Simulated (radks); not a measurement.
Species: the argon ion Ar3+. Configuration: [Ne] 3p3 4p2 (not the ground configuration).

All-electron calculation, non-relativistic Kohn-Sham, LDA (Slater exchange, Perdew-Wang correlation), spin-polarised, spherical densities, point nucleus; open shells are filled with parallel spins first. Program: a radial shooting solver on a logarithmic mesh with Libxc functionals.

Energy parts (eV):
total: -14125.958
kinetic: 14104.458
electron-nucleus: -32750.174
Hartree: 5263.206
exchange-correlation: -743.447

Orbitals (lengths in bohr, moments of r in powers of bohr):
| orbital | occ. | eigenvalue (eV) | <r> | <r^2> |
|---|---|---|---|---|
| 1s up | 1 | -3169.620 | 0.08641 | 0.01003 |
| 1s down | 1 | -3168.475 | 0.08639 | 0.01003 |
| 2s up | 1 | -363.4326 | 0.4165 | 0.2057 |
| 2s down | 1 | -362.1321 | 0.4155 | 0.2044 |
| 2p up | 3 | -299.9506 | 0.3761 | 0.1756 |
| 2p down | 3 | -298.3758 | 0.3752 | 0.1744 |
| 3p up | 3 | -65.7049 | 1.296 | 1.942 |
| 3p down | 0 | -58.3622 | 1.312 | 2.001 |
| 4p up | 2 | -23.8235 | 3.048 | 10.47 |
| 4p down | 0 | -20.5129 | 3.253 | 11.94 |

The highest occupied level is 4p up at -23.823 eV. The configuration is held as typed, so some empty levels lie below it. The density falls to 0.001 e/bohr^3 at r = 4.49 bohr.
